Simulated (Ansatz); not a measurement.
Energy needed to pull apart C$_{2}$H$_{3}$AlS (SMILES [AlH2][CH]=C=S), singlet, into free ground-state atoms, from the structure below (at a frame of a short PBE0-D4/def2-SVP trajectory); no zero-point or spin–orbit terms; open-shell atoms are treated unrestricted, in their ground-state multiplicity.

Al1  (-0.492, 1.117, 0.032)
C2  (0.710, -0.369, 0.532)
C3  (0.413, -1.407, -0.243)
S4  (-0.213, -2.479, -1.163)
H5  (-1.648, 0.955, -1.068)
H6  (-0.329, 2.615, 0.670)
H7  (1.493, -0.416, 1.286)
(Å)

Computed with Ansatz 0.2.0 (basis: def2-TZVPP); correlated methods freeze the cores.

```tsv
method	atomization energy (eV)
PBE-D4	26.58
r2SCAN-D4	26.07
PBE0-D4	25.86
wB97M-V	25.78
HF	?
MP2	25.60
CCSD	?
CCSD(T)	24.90
```

Question: What does HF give? (Judge from chemistry; the value comes from the calculation.)

Answer: By the calculation: 18.09 eV, which is about 6.81 eV less than CCSD(T)/def2-TZVPP.

Question: What does CCSD give? (An estimate is asked for; the value comes from the calculation.)

Answer: The calculation gives: 24.26 eV, which is about 0.64 eV less than CCSD(T)/def2-TZVPP.

In triple zeta the MP2 and coupled-cluster atomization energies are still short of their basis limit by a few kcal/mol a bond, whereas those of the functionals are nearly converged, so these differences are not deviations from converged CCSD(T).

No T1 diagnostic of these runs exceeds 0.018.

For scale, one of the runs: CCSD(T)/def2-TZVPP forces, 188 basis functions, launched by `ansatz run in.yaml --threads 2 --pin off --events-out ev --progress --plain --max-ram 3481MiB`. Time: 11 min of wall clock on 2 CPU threads of an Arm Neoverse N1; the host was shared. Peak host memory: 1.9 GiB.
